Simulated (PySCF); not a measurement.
C3H11BSi, singlet, at a GFN2-xTB geometry. Base run: PBE0/6-31G, polarisability in PySCF.

The PySCF input:
```python
from pyscf import gto, scf, dft
from pyscf.prop import polarizability

mol = gto.Mole()
mol.atom = '''
    B    -1.816663    1.051530   -0.107914
    H    -2.571589    1.059124    0.785824
    H    -2.116929    1.685892   -1.043764
    Si   -0.123002    0.055661   -0.019207
    C    -0.269128   -1.630513    0.888348
    C     1.200093    1.063264    0.948175
    C     0.658017   -0.335113   -1.728396
    H     0.688503   -2.139575    0.947354
    H    -0.632908   -1.499911    1.903424
    H    -0.960705   -2.296136    0.379084
    H     0.872161    1.271731    1.962377
    H     1.400403    2.016382    0.467126
    H     2.140021    0.523320    1.011093
    H     0.849555    0.574520   -2.290539
    H     0.000414   -0.955378   -2.331393
    H     1.602519   -0.862691   -1.630877
'''
mol.basis = '6-31g'
mol.charge = 0
mol.spin = 0
mol.verbose = 4
mol.build()

mf = dft.RKS(mol)
mf.xc = 'pbe0'
mf.kernel()
alpha = mf.Polarizability().polarizability()[2, 2]
print('alpha_zz =', alpha)
```

The base run was repeated with changes; each row names its change, and settings that it needs were set with it.

```
change                                         alpha_zz (bohr³)  basis functions  core-seconds (rough)
---------------------------------------------  ----------------  ---------------  --------------------
base                                                      65.44               71                    10
finite field (a.u.) = 0.05; conv_tol = 1e-11              66.11               71                    20
finite field (a.u.) = 0.001; conv_tol = 1e-11             65.44               71                    10
finite field (a.u.) = 2e-4; conv_tol = 1e-6               56.48               71                    10
basis = def2-SVP                                          69.86              129                    40
functional = hf                                      (withheld)               71                     2
functional = pbe                                          66.63               71                    20
finite field (a.u.) = 0.001; conv_tol = 1e-6              65.44               71                    10
finite field (a.u.) = 0.02; conv_tol = 1e-11              65.54               71                    20
finite field (a.u.) = 2e-4; conv_tol = 1e-11              65.44               71                    10
functional = camb3lyp                                     64.52               71                    60
basis = cc-pVDZ                                           71.18              129                    50
```

Question: Fill in the missing entries.

Answer: 
- functional = hf, alpha_zz (bohr³): 63.69

Finite-field rows take the second difference of the energy in a field along z; a small field with loose convergence shows SCF noise divided by the square of the field, and a large one adds hyperpolarisability.
